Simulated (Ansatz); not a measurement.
```yaml
crystal:
  periodic: [false, false, false]
  atoms:
    - {symbol: S, position_ang: [0.085818, 1.472684, -1.556391]}
    - {symbol: Sn, position_ang: [-0.261282, 0.656551, 0.476027]}
    - {symbol: S, position_ang: [2.165287, -0.602337, 0.869760]}
    - {symbol: S, position_ang: [-1.910488, -1.145049, 0.537847]}
    - {symbol: H, position_ang: [-1.009517, 0.216633, -2.174072]}
    - {symbol: H, position_ang: [-0.347292, 1.855891, 1.829033]}
    - {symbol: H, position_ang: [2.270764, -0.609435, -0.563488]}
    - {symbol: H, position_ang: [-0.897810, -2.166840, 0.182028]}
basis:
  gaussian: {orbitals: def2-SVPD, point_charges: [{charge: -1.00, position_ang: [6.968, 0.810, -0.479]}]}
total_charge: 3
magnetization: {spin_polarized: true, initial_magnetization: 1}
hamiltonian: {xc: {name: B2GP-PLYP}}
scf: {lower_state_search: light}
```

```sh
$ ansatz run in.yaml --threads 4 --pin off --events-out ev --progress --plain --max-ram 10444MiB
```

It prints (some lines left out):

```
Functional definition: B2GP-PLYP
  name "B2GP-PLYP"
  cite "Karton, Tarnopolsky, Lamère, Schatz & Martin, J. Phys. Chem. A 112, 12868 (2008) doi:10.1021/jp801805p"
  cite "Becke, Phys. Rev. A 38, 3098 (1988) doi:10.1103/PhysRevA.38.3098"
  cite "Lee, Yang & Parr, Phys. Rev. B 37, 785 (1988) doi:10.1103/PhysRevB.37.785"
  parameter a = 0.65
  parameter c = 0.36
  exchange = (1 - a)*b88_x + a*exact_x
  correlation = (1 - c)*lyp_c + c*(mp2_os + mp2_ss)
1482 factors; integrals over basis functions are off by at most 1.1e-3 eV
mean field evaluation 1: about -38313.8589 eV, gradient 3.3e1 eV
mean field evaluation 2: about -38313.9027 eV, gradient 3.3e1 eV
mean field evaluation 4: about -38321.3132 eV, gradient 1.7e1 eV
mean field evaluation 8: about -38326.9477 eV, gradient 5.7e0 eV
mean field evaluation 16: about -38327.3699 eV, gradient 6.1e-2 eV
mean field evaluation 32: about -38327.3702 eV, gradient 7.3e-5 eV
mean field -38327.37023915 eV, -1408.5048770642 hartree, gradient 5.7e-6 eV, S^2 1.819315; 6 other end points of the search recorded, 0 dependent functions left out
19 core orbitals not correlated: weight in the atoms' cores, before any rotation towards them, 1.000 or more for the frozen orbitals, at most 0.000 for the correlated occupied ones
reference -38327.37043452 eV, -1408.5048842440 hartree; 17, 16 occupied and 109, 110 virtual orbitals, 1482 factors
second order -14.79064479 eV of doubles, -0.00000000 eV of singles
Total energy: -38332.69506665 eV, -1408.7005608655 hartree
```

In this input the charge is far from anything that the molecule holds. Self-consistency was reached. The result belongs to that input, not to the molecule as meant.
